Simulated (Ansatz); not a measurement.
Species: C₂HCl₂ (charge 0, doublet). It need not be the lowest isomer of its formula. SMILES: Cl/[C]=C\Cl
Geometry: optimised at B3LYP-D3(BJ)/def2-TZVP (Ansatz, an electronic-structure program).

Parts of the frozen-core correlation energy in aug-cc-pV(D+d)Z (Ansatz, hartree). Frozen orbitals: 12; correlated occupied orbitals by spin: 12 and 11; virtual: 95 and 96. UHF or UKS for open shells. Spin-orbit coupling is left out. No relativistic terms.

```json
[
 {"term": "reference (HF)", "value": "-995.24941"},
 {"term": "MP2 opposite-spin", "value": "-0.38335"},
 {"term": "MP2 same-spin", "value": "?"},
 {"term": "CCSD correlation", "value": "?"},
 {"term": "(T)", "value": "?"},
 {"term": "T1 diagnostic", "value": "0.033"},
 {"term": "largest doubles amplitude", "value": "0.036"},
 {"term": "<S^2> of the reference", "value": "0.968"}
]
```

Q: Fill in the missing entries.

A: 
- MP2 same-spin, value: -0.14449
- CCSD correlation, value: -0.57898
- (T), value: -0.02331
